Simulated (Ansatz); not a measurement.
Program: Ansatz 0.2.0.

A structure relaxed at PBE0-D4/def2-TZVP, charge 0, multiplicity 1:

```csv
atom,x (Å),y (Å),z (Å)
C1,-0.359,-0.228,1.841
O2,-0.049,0.710,0.837
In3,0.208,0.170,-1.040
O4,-0.164,-1.743,-1.375
S5,0.860,1.772,-2.648
H6,-0.952,-1.077,1.479
H7,0.551,-0.631,2.304
H8,-0.938,0.277,2.621
H9,-0.063,-1.996,-2.295
H10,0.904,2.747,-1.723
```

**Question.** Give its formula and SMILES.

**Answer.** CH5InO2S, `C[O][In]([OH])[SH]`.

**Question.** Summarise the bond lengths by kind.

**Answer.** 1 × C–O 1.408 Å; 3 × C–H 1.095 to 1.097 Å; 2 × In–O 1.970 to 1.978 Å; 1 × In–S 2.362 Å; 1 × H–O 0.960 Å; 1 × H–S 1.345 Å.
